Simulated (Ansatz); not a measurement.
`C[B](F)[SbH][Cl]` + `C=N` → `C=NB(C)F` + `[Cl][SbH2]` at 700 K and 1 bar (cleavage of the B–Sb bond).

Program: Ansatz. Geometries: PBE0-D4/def2-TZVP. ΔE: electronic, gas phase. CCSD(T)/CBS adds triple-zeta CCSD(T) − MP2 to the extrapolated MP2 energy (def2 sets, frozen cores). This one scheme is used for every species. def2 core potentials past Kr. For Sb outer-core shells are correlated without core-valence functions, which leaves a few kJ/mol of doubt a bond. Each species was taken in one conformer, which may not be the lowest.

```
           species  CCSD(T)/CBS energy (Eh)  H − E (kJ/mol)  S (J/(mol·K))
`C[B](F)[SbH][Cl]`               -864.93191           211.1          501.4
             `C=N`                -94.52360           135.6          268.6
        `C=NB(C)F`               -258.47400           264.5          431.3
      `[Cl][SbH2]`               -701.00845            74.0          329.0
```

H − E and S are ideal-gas, rigid-rotor, harmonic terms from PBE0-D4/def2-TZVP, for one conformer and one mirror image of each species. 1 Eh = 2625.50 kJ/mol, R = 8.31446 J/(mol·K).

Task: By hand: ΔE, ΔH, ΔS and ΔG.

Result: ΔE = (-258.47400) + (-701.00845) − (-864.93191) − (-94.52360) = -0.02694 Eh = -70.7 kJ/mol. Δ(H − E) = 264.5 + 74.0 − 211.1 − 135.6 = -8.2, so ΔH = -78.9 kJ/mol. ΔS = 431.3 + 329.0 − 501.4 − 268.6 = -9.7 J/(mol·K). ΔG = -78.9 − 700 × (-9.7)/1000 = -72.1 kJ/mol.

Task: By hand: the equilibrium constant, and the temperature at which ΔG would vanish if ΔH and ΔS stayed fixed.

Result: log₁₀ K = −ΔG/(RT ln 10) = 5.4. ΔG = 0 at ΔH/ΔS = 8134 K, far beyond where these terms or the molecules hold.

The number of gas molecules stays the same, so ΔS is small and ΔH decides. A doubt of 5 kJ/mol in ΔE shifts log₁₀ K by 0.4 here. Other conformers and mirror images would add mixing entropy, several J/(mol·K) or more a flexible species. Modes under 60 cm⁻¹, often nearly free rotors, make the harmonic entropy too high. These are equilibria of isolated gas molecules and say nothing of rates. Largest T1 diagnostic: 0.013 (customary marks: 0.02 for closed shells, 0.045 for open ones).
